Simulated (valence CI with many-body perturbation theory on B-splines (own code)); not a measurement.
The numbers below are computed, except where a source is named.
# Ladder of approximations for Lu XXXI

Level of theory: relativistic CI+MBPT: five valence electrons over a frozen Dirac-Fock core [Kr], radial functions for each j: 7 s, 7 p, 8 d, 6 f, 4 g, 1 h, with the one-electron correlation potential Σ1, the two-electron term Σ2, the three-electron term Σ3, Breit, model QED; selected CI, second order for the rest (own B-spline code, finite nucleus).

The last digits are not significant, and no measured levels were compared; by estimate large intervals hold to a few tenths of a per cent, small ones and those within an open d or f shell to about a per cent. Only levels of the ground parity were solved; by the run's estimate the other parity begins above the list, which can be wrong where configurations are misplaced.

Each rung adds one term. CI alone is the Dirac-Coulomb CI over the frozen core; QED comes last and gives the full result, which names the levels. Energies are above (4d3/2^4 4d5/2) J=5/2 on the same rung, in eV.

Levels are named by their leading jj configuration (3d3/2^4 stands for four electrons in 3d with j = 3/2), which in mixed levels can hold well under half, so a name can repeat and another be missing. Letters in brackets count levels of one name in rising energy.

| Level | CI alone | + Σ1 | + Σ2 | + Σ3 | + Breit | Full |
| --- | --- | --- | --- | --- | --- | --- |
| (4d3/2^3 4d5/2^2) J=5/2 [a] | 9.612 | 9.682 | 9.705 | 9.792 | 9.547 | 9.580 |
| (4d3/2^3 4d5/2^2) J=7/2 [a] | 14.388 | 14.463 | 14.221 | 14.158 | 13.874 | 13.907 |
| (4d3/2^3 4d5/2^2) J=3/2 [a] | 14.613 | 14.687 | 14.639 | 14.542 | 14.308 | 14.341 |
| (4d3/2^3 4d5/2^2) J=11/2 | 15.537 | 15.616 | 15.199 | 15.130 | 14.751 | 14.784 |
| (4d3/2^3 4d5/2^2) J=9/2 | 16.794 | 16.875 | 16.491 | 16.396 | 16.059 | 16.094 |
| (4d3/2^3 4d5/2^2) J=5/2 [b] | 17.436 | 17.522 | 17.265 | 17.156 | 16.844 | 16.881 |
| (4d3/2^3 4d5/2^2) J=1/2 | 17.960 | 18.046 | 17.982 | 17.848 | 17.565 | 17.603 |
| (4d3/2^3 4d5/2^2) J=7/2 [b] | 19.701 | 19.781 | 19.350 | 19.091 | 18.795 | 18.828 |
| (4d3/2^3 4d5/2^2) J=3/2 [b] | 23.794 | 23.888 | 23.880 | 23.655 | 23.356 | 23.397 |
| (4d3/2^2 4d5/2^3) J=5/2 [a] | 23.737 | 23.878 | 23.935 | 23.919 | 23.431 | 23.495 |
| (4d3/2^2 4d5/2^3) J=7/2 [a] | 26.526 | 26.681 | 26.483 | 26.420 | 25.852 | 25.920 |
| (4d3/2^2 4d5/2^3) J=11/2 | 27.427 | 27.586 | 27.170 | 27.114 | 26.465 | 26.534 |
| (4d3/2^2 4d5/2^3) J=9/2 [a] | 27.957 | 28.111 | 27.781 | 27.683 | 27.077 | 27.144 |
| (4d3/2^2 4d5/2^3) J=1/2 [a] | 28.410 | 28.569 | 28.473 | 28.368 | 27.845 | 27.915 |
| (4d3/2^2 4d5/2^3) J=13/2 | 29.805 | 29.968 | 29.367 | 29.256 | 28.523 | 28.592 |
| (4d3/2^2 4d5/2^3) J=3/2 [a] | 28.992 | 29.148 | 29.344 | 29.216 | 28.686 | 28.756 |
| (4d3/2^2 4d5/2^3) J=5/2 [b] | 29.963 | 30.119 | 29.894 | 29.731 | 29.173 | 29.242 |
| (4d3/2^2 4d5/2^3) J=9/2 [b] | 32.103 | 32.261 | 32.146 | 31.949 | 31.343 | 31.413 |
| (4d3/2^2 4d5/2^3) J=7/2 [b] | 33.151 | 33.312 | 32.831 | 32.575 | 31.956 | 32.026 |

(1) How does the ionisation energy move along the ladder, and which term matters most?

Results:

(1) CI alone 1173.7, + Σ1 1176.2, + Σ2 1179.3, + Σ3 1179.4, + Breit 1179.1, + QED 1179.2 eV. The largest step is Σ2, 3.1 eV. NIST lists 1178 ± 4 eV (theoretical).
